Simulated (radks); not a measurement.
Values are calculated unless marked as measured or tabulated.
V5+, 18 electrons, occupied as [Ar]. Level of theory: scalar-relativistic Kohn-Sham, PBE, spin-polarised, spherical densities, finite nucleus; Fermi nuclear charge, rms radius 3.6002 fm (a radial shooting solver on a logarithmic mesh with Libxc functionals).

Unscreened Slater integrals over Kohn-Sham orbitals (hartree). They are taken over the spin-up orbitals.

F0(3p,3p): 0.95609
F2(3p,3p): 0.48468
F0(3p,3s): 0.97378
G1(3p,3s): 0.64988
F0(3p,2p): 1.2895
F2(3p,2p): 0.26370
G0(3p,2p): 0.10482
G2(3p,2p): 0.10936
F0(3p,2s): 1.2647
G1(3p,2s): 0.080712
F0(3s,3s): 0.99319
F0(3s,2p): 1.3145
G1(3s,2p): 0.11185
F0(3s,2s): 1.2955
G0(3s,2s): 0.089463
F0(2p,2p): 3.3365
F2(2p,2p): 1.5666
F0(2p,2s): 3.0952
G1(2p,2s): 1.8002
F0(2s,2s): 2.9379
